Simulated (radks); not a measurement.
The numbers below are computed, except where a source is named.
Problem. Tm11+, configuration [Kr] 4d10 4f10 5s2. Code: a radial shooting solver on a logarithmic mesh with Libxc functionals. Model: non-relativistic Kohn-Sham, LB94 model potential, spin-polarised, spherical densities, point nucleus; open shells are filled with parallel spins first (spin-orbit coupling, left out, can overturn this in heavy ions); relativity is left out, which matters for an element this heavy. Some entries of the table are withheld. Estimate them.

| orbital | occ. | eigenvalue (hartree) | <r^2> (bohr^2) | r(max) (bohr) |
|---|---|---|---|---|
| 1s up | 1 | -2038.638 | 0.0006437 | 0.01457 |
| 1s down | 1 | -2038.638 | 0.0006437 | 0.01457 |
| 2s down | 1 | -336.9266 | 0.01014 | 0.07953 |
| 2s up | 1 | -336.9232 | 0.01014 | 0.07953 |
| 2p down | 3 | -322.4318 | 0.007512 | 0.06179 |
| 2p up | 3 | -322.4294 | 0.007511 | 0.06179 |
| 3s up | 1 | -81.66720 | 0.06444 | 0.2200 |
| 3s down | 1 | -81.65948 | 0.06438 | 0.2199 |
| 3p up | 3 | -75.00781 | 0.05989 | 0.2077 |
| 3p down | 3 | -75.00215 | 0.05983 | 0.2077 |
| 3d up | 5 | -62.55498 | 0.04710 | 0.1645 |
| 3d down | 5 | -62.55429 | 0.04705 | 0.1645 |
| 4s up | 1 | -21.95346 | 0.3204 | 0.4979 |
| 4s down | 1 | -21.82932 | 0.3208 | 0.4980 |
| 4p up | 3 | -19.25750 | 0.3339 | (1) |
| 4p down | 3 | -19.13461 | 0.3344 | (2) |
| 4d up | 5 | -14.38380 | 0.3660 | 0.5004 |
| 4d down | 5 | -14.26393 | 0.3669 | 0.5006 |
| 5s up | 1 | (3) | 1.431 | 1.080 |
| 5s down | 1 | (4) | 1.441 | 1.083 |
| 4f up | 7 | -8.15031 | 0.4712 | 0.4702 |
| 4f down | 3 | -8.04159 | 0.4742 | 0.4702 |

Solution. 
(1) 4p up r(max) (bohr): 0.5004
(2) 4p down r(max) (bohr): 0.5005
(3) 5s up eigenvalue (hartree): -8.48139
(4) 5s down eigenvalue (hartree): -8.40381
